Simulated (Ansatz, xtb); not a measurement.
Two isomers of GeH2OS

Structure X is `[OH][GeH]=[S]`, a singlet and structure Y is `[O]=[GeH][SH]`, a singlet. Both are isolated molecules in the gas phase, relaxed with B3LYP-D3(BJ)/def2-SVP; the shapes shown needn't be the lowest conformers.

X (Å):

```xyz
5

Ge    0.4004    0.2041   -0.3536
O    -1.2815   -0.0105   -0.8654
S     1.4670   -1.1325    0.7470
H    -1.6489   -0.8535   -0.5578
H     0.7468    1.5756   -0.9476
```

Y (Å):

```yaml
atoms:
  - { symbol: Ge, position_ang: [0.1115, -0.3420, -0.5512] }
  - { symbol: O, position_ang: [-0.8839, -1.5698, -0.9835] }
  - { symbol: S, position_ang: [0.4050, 0.2927, 1.5494] }
  - { symbol: H, position_ang: [0.9643, 0.5274, -1.5022] }
  - { symbol: H, position_ang: [1.2792, 1.2723, 1.2148] }
```

**Question.** Which of the two would you expect CCSD(T)/def2-TZVPP electronic energies to favour?

**Answer.** Structure X; the calculation gives E(Y) − E(X) = +25.1 kcal/mol.

The same difference at several levels:

```csv
level,geometry,E(Y) − E(X) (kcal/mol),departure from the last row (kcal/mol),"job, with rough time for the two"
GFN2-xTB,GFN2-xTB,+12.3,−12.8,"optimisation, 0.15 s"
HF/STO-3G,GFN2-xTB,+13.2,−11.9,"single point, 0.42 s"
r2SCAN-D4/def2-SVP,GFN2-xTB,+26.3,+1.1,"single point, 3.7 s"
B3LYP-D3(BJ)/def2-SVP,B3LYP-D3(BJ)/def2-SVP,+25.4,+0.3,"optimisation, 29 s"
HF/def2-TZVPP,B3LYP-D3(BJ)/def2-SVP,+33.6,+8.4,part of the CCSD(T) run
MP2/def2-TZVPP,B3LYP-D3(BJ)/def2-SVP,+24.1,−1.1,part of the CCSD(T) run
CCSD(T)/def2-TZVPP,B3LYP-D3(BJ)/def2-SVP,+25.1,,"single point, 69 s"
```

As drawn, Y has 1 Ge=O, 1 Ge–S, 1 S–H in place of 1 Ge–O, 1 Ge=S, 1 O–H.

The levels shown agree on the order. The largest departure from CCSD(T)/def2-TZVPP is that of GFN2-xTB, 12.8 kcal/mol.

With harmonic frequencies from B3LYP-D3(BJ)/def2-SVP (ideal gas, rigid rotor, one conformer each, 298.15 K, 1 atm): the zero-point term adds −2.1 kcal/mol; ΔH is +23.2 and ΔG +22.8 kcal/mol.

The T1 diagnostic of structure Y is large, so the coupled-cluster value is less sure. The correlated steps freeze 15 core orbitals; the filled d shell of Ge is correlated, in a basis made for valence electrons. Codes used: Ansatz 0.2.0, xtb 6.7.1; the last row on 1 thread of Arm Neoverse V1 on a shared host.
